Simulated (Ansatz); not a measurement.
Relaxation of C2H5ClSeSi (10 atoms, charge 0, multiplicity 1), to a largest force component of 0.015 eV/Å in at most 40 steps.

The calculation used Ansatz, RKS PBE-D4/def2-SVP.

```xyz
10
Properties=species:S:1:pos:R:3
Si -1.142 -0.220 0.705
C 0.654 -0.089 0.446
C 0.921 0.200 -1.002
Cl 1.967 -0.912 -1.963
Se 0.450 1.835 -2.350
H -1.800 1.122 0.304
H -1.718 -1.252 -0.133
H -1.442 -0.430 2.102
H 1.077 0.745 1.117
H 1.116 -1.050 0.776
```

Problem. Where does it end, and by what steps?

Solution. The run converged. The force dipped under the threshold on the way, but the program's further checks kept it going. After 15 steps the energy has fallen by 1.832 eV; Cl4 moved furthest, 0.84 Å.

| step | energy less start (eV) | largest force component (eV/Å) | accepted |
| --- | --- | --- | --- |
| 0 | 0.0000 | 3.496 | yes |
| 1 | -1.3539 | 2.246 | yes |
| 2 | -1.6052 | 2.575 | yes |
| 3 | -1.7329 | 0.672 | yes |
| 4 | -1.7707 | 0.417 | yes |
| 5 | -1.8044 | 0.413 | yes |
| 6 | -1.8143 | 0.414 | yes |
| 7 | -1.8238 | 0.143 | yes |
| 8 | -1.8274 | 0.033 | yes |
| 9 | -1.8288 | 0.024 | yes |
| 10 | -1.8302 | 0.102 | yes |
| 11 | -1.8289 | 0.185 | no |
| 12 | -1.8311 | 0.023 | yes |
| 13 | -1.8313 | 0.005 | yes |
| 14 | -1.8315 | 0.015 | yes |
| 15 | -1.8315 | 0.008 | yes |

```xyz
10
Properties=species:S:1:pos:R:3
Si -1.169 -0.279 0.652
C 0.700 0.083 0.361
C 0.995 0.324 -1.076
Cl 1.173 -1.182 -1.982
Se 1.088 1.910 -1.870
H -1.966 0.902 0.181
H -1.574 -1.514 -0.099
H -1.372 -0.489 2.127
H 0.943 0.985 0.957
H 1.263 -0.791 0.752
```

Whether the end is a true minimum wasn't checked by a vibrational analysis.

The run took 54 s on 2 threads of Arm Neoverse V1 (shared host), peak memory 0.17 GiB.
